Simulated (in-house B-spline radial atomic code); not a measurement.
## RPA and G0W0 on CAM-B3LYP: Sb3+

Configuration [Kr] 4d10 5s2, mean-field start CAM-B3LYP. Computed with an all-electron radial atomic-structure program (B-spline basis): all electrons, non-relativistic, point nucleus, each spin shell either full or empty, empty states to l = 9 with an (l + 1/2)⁻⁴ tail; G0W0 by contour deformation at full frequency.

Without relativity these are model numbers: it shifts the levels of so heavy an element strongly and can reorder them.

Command:
```bash
python run_gw.py task.json out
```
Settings (radii: box in bohr, nucleus in fm):
```
Z                        51
electrons                48
configuration            [Kr] 4d10 5s2
hamiltonian              nr
method                   camb3lyp
lmax                     9
spin_polarised           False
box_radius               14.14
intervals                53
ion_configuration        [Kr] 4d10 5s1
```

Run time, properties included: 4.7 s on 1 thread of AMD EPYC 7R13 Processor, on a shared host.

Energies (hartree):

```json
{"term": "mean-field total", "value": "-6314.40341"}
{"term": "Hartree-Fock functional on these orbitals", "value": "-6311.67652"}
{"term": "direct second order", "value": "-4.1539"}
{"term": "second-order exchange", "value": "1.1379"}
{"term": "SOSEX correction", "value": "1.0601"}
```

(1) What is the RPA correlation energy, and what remains with SOSEX?

Quasi-particle levels (eV):

| level | occupied | mean field | Σx - vxc | Σc | QP weight | G0W0 |
| --- | --- | --- | --- | --- | --- | --- |
| 5s | yes | -40.06 | -0.29 | ? | ? | ? |
| 4d | yes | -68.65 | -6.29 | 0.83 | 0.917 | -74.11 |
| 5p | no | -26.637 | 3.08 | -1.42 | 0.961 | -24.970 |

G0W0 = mean field + (Σx - vxc) + Σc, with Σc (partial-wave tail included) taken at the quasi-particle energy. Only the outer levels were computed. Levels of low weight are left out.

(2) Where does G0W0 put 5s?

(3) What does it cost to remove one electron (to [Kr] 4d10 5s1) by differences of total energies, each species on its own start (correlation terms add to the Hartree-Fock functional)?

Answers

(1) RPA gives -3.662 hartree (-2.08 eV per electron); RPA + SOSEX gives -2.6019, and the second-order doubles -3.016 hartree (no singles). SOSEX takes back 29 % of the RPA value.

(2) At -42.52 eV, with Σc = -2.17 eV and a quasi-particle weight of 0.961. The tabulated removal energy is 43.804 ± 0.025 eV (NIST, measured); the calculation leaves out relativity, Breit and QED terms, and what these don't explain is the method's own error.

(3) CAM-B3LYP 42.40 eV, Hartree-Fock functional 40.11 eV, + RPA 42.33 eV, + RPA + SOSEX 41.85 eV, + second order 42.96 eV. Tabulated: 43.804 ± 0.025 eV (NIST, measured); the calculation leaves out relativity, Breit and QED terms, and what these don't explain is the method's own error.
